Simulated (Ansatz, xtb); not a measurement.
**Two isomers of C5H4BF3**

Structure a: `CC#C/C(=C/F)B(F)F`, a singlet. Structure b: `C#C[C@@]1(B(F)F)C[C@@H]1F`, a singlet. Both are isolated molecules in the gas phase, relaxed with PBE0-D3(BJ)/def2-SVP; the shapes shown needn't be the lowest conformers.

a (Å):

```xyz
13

C     2.0778    0.8566   -0.6354
C     0.7136    1.3416   -0.5258
C    -0.4279    1.7466   -0.4345
C    -1.7847    2.1804   -0.3532
C    -2.0634    3.3387    0.2798
B    -2.8996    1.3027   -0.9975
F    -3.2840    3.8136    0.4015
F    -4.1731    1.6382   -0.9593
F    -2.5907    0.1780   -1.6102
H     2.4317    0.4414    0.3216
H     2.1525    0.0621   -1.3941
H     2.7668    1.6653   -0.9254
H    -1.3092    3.9827    0.7448
```

b (Å):

```xyz
13

C     1.9439    0.2253   -0.5881
C     1.0248    0.9750   -0.3409
C    -0.0704    1.8626   -0.0551
C    -1.4612    1.5420   -0.6387
C    -1.2155    1.3074    0.7868
B     0.2568    3.3738    0.1503
F     1.4909    3.7940    0.3207
F    -0.7018    4.2791    0.1497
F    -1.7896    2.1254    1.6934
H     2.7652   -0.4325   -0.8039
H    -1.5306    0.6842   -1.3107
H    -2.0716    2.4105   -0.8971
H    -1.0869    0.2895    1.1676
```

Quicker runs give these differences E(b) − E(a): GFN2-xTB +0.257 eV; HF/STO-3G +0.458 eV (at GFN2-xTB geometries); r2SCAN-D4/def2-SVP +0.655 eV (at GFN2-xTB geometries).

Estimate E(b) − E(a) at the level CCSD(T)/def2-SVP + ΔMP2/def2-TZVPP.

Calculated at CCSD(T)/def2-SVP + ΔMP2/def2-TZVPP: E(b) − E(a) = +0.588 eV, so structure a lies lower.

The same difference at several levels:

```csv
level,geometry,E(b) − E(a) (eV),departure from the last row (eV),"job, with rough time for the two"
GFN2-xTB,GFN2-xTB,+0.257,−0.331,"optimisation, 0.16 s"
HF/STO-3G,GFN2-xTB,+0.458,−0.130,"single point, 0.36 s"
r2SCAN-D4/def2-SVP,GFN2-xTB,+0.655,+0.066,"single point, 3.6 s"
PBE0-D3(BJ)/def2-SVP,PBE0-D3(BJ)/def2-SVP,+0.547,−0.041,"optimisation, 42 s"
HF/def2-SVP,PBE0-D3(BJ)/def2-SVP,+0.687,+0.099,part of the CCSD(T) run
MP2/def2-SVP,PBE0-D3(BJ)/def2-SVP,+0.502,−0.086,part of the CCSD(T) run
CCSD(T)/def2-SVP,PBE0-D3(BJ)/def2-SVP,+0.580,−0.008,single point
CCSD(T)/def2-SVP + ΔMP2/def2-TZVPP,PBE0-D3(BJ)/def2-SVP,+0.588,,"single point, 1.8 min"
```

As drawn, b has 2 C–C in place of 1 C=C. Structure a has no ring, b a 3-membered ring.

None of the levels shown reverses the order. The largest departure from CCSD(T)/def2-SVP + ΔMP2/def2-TZVPP is that of GFN2-xTB, 0.331 eV. A small imaginary or near-zero mode remains, so no thermal terms are given. The last row adds to CCSD(T) the change of the MP2 difference between the two basis sets, here +0.008 eV.

The correlated steps freeze 9 core orbitals. Programs: Ansatz 0.2.0, xtb 6.7.1; the last row on 4 threads of Arm Neoverse V2 on a shared host.
